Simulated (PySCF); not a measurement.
# Calculated properties of `C1(F)(CC1)[C@H](F)SC`

Compound: C5H8F2S.
Atom-mapped SMILES: `[CH3:1][S:2][C@@H:3]([F:4])[C:5]1([F:6])[CH2:7][CH2:8]1` (hydrogens: H9, H10, H11 on C1; H12 on C3; H13, H14 on C7; H15, H16 on C8)

Structural features include: sulfide, C–F bond and cyclopropane ring.

**GFN2-xTB geometry**

```yaml
Point_group_of_the_GFN2-xTB_geometry: C1
Rotational_constants_A_B_C_of_the_GFN2-xTB_geometry: 2.999, 1.127, 1.016 GHz
```

From CAM-B3LYP/def2-SVPD ground state and vertical TDDFT (core frozen in the response) (PySCF):

```yaml
Dipole_moment: 0.88 D
HOMO_energy: -8.29 eV
LUMO_energy: 1.12 eV
HOMO–LUMO_gap: 9.41 eV
Lowest_singlet_excitation: 5.68 eV (218 nm, f = 0.000)
Strongest_line_among_the_8_lowest_singlet_transitions: S8 at 8.10 eV (153 nm, f = 0.038)
Lowest_triplet_excitation_Tamm–Dancoff: 5.18 eV
Static_isotropic_polarisability: 80.4 au
Electronic_spatial_extent_⟨r²⟩_about_the_centre_of_nuclear_charge: 1227 bohr²
```

Monoisotopic mass (most abundant isotopes): 138.0315 u.

The principal polarisabilities are 68.4, 74.2 and 98.6 au; their mean is the isotropic value. The vertical singlet–triplet gap S1 − T1 is 0.50 eV (TDDFT singlet less Tamm–Dancoff triplet; S1: HOMO→LUMO, weight 0.62; T1: HOMO→LUMO, weight 0.51). The rotational constants make it an asymmetric top with κ = (2B − A − C)/(A − C) = -0.89, nearer the prolate limit (−1). A dipole of 0.88 D is allowed in C1, and pure rotational transitions are dipole-allowed. The largest Löwdin shares of the HOMO are 0.71 on S2, 0.10 on C1 and 0.07 on C3.

Isolated species at its GFN2-xTB geometry (one conformer only).

The values belong to the conformer `[CH3:1][S:2][C@@H:3]([F:4])[C:5]1([F:6])[CH2:7][CH2:8]1`: C1–S2–C3–F4 71°, S2–C3–C5–F6 86°.
